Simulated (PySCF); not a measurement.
Compound: SiHBr3.
Cartesian coordinates in Å at the PBE0-D3(BJ)/def2-SVP level; atoms count from 1:
```xyz
5
Br3HSi angstrom
Si    -0.0019   -0.0014    0.1406
H     -0.0055   -0.0173    1.6211
Br     2.0848    0.0091   -0.5768
Br    -1.0435    1.8111   -0.5713
Br    -1.0340   -1.8015   -0.6136
```

The closed-shell ground state was solved at several levels (PySCF, density fitting, gas phase). Relativistic effects, spin–orbit coupling among them, are left out although an element past zinc is present.

| level | basis functions | HOMO (eV) | LUMO (eV) | gap (eV) | dipole (D) |
| --- | --- | --- | --- | --- | --- |
| B3LYP/pcSseg-1 | 152 | -8.29 | -1.28 | 7.01 | 0.78 |
| PBE0/pcSseg-1 | 152 | -8.64 | -1.09 | 7.55 | 0.84 |

(1) What might CAM-B3LYP/def2-SVPD (155 basis functions) give for the same quantities?

(2) Over all these levels, which gives the widest orbital gap and which the narrowest?

(3) How far do the dipole and the HOMO energy spread over the levels?

Results:

(1) HOMO -9.89 eV, LUMO -0.37 eV, gap 9.52 eV, dipole 0.77 D.

(2) CAM-B3LYP/def2-SVPD (range-separated hybrid) has the widest, 9.52 eV, and B3LYP/pcSseg-1 (global hybrid, 20 % exact exchange) the narrowest, 7.01 eV. Functional and basis both differ between the two, so the spread mixes both effects.

(3) The dipole runs from 0.77 to 0.84 D (mean 0.80 D) and the HOMO from -9.89 to -8.29 eV.
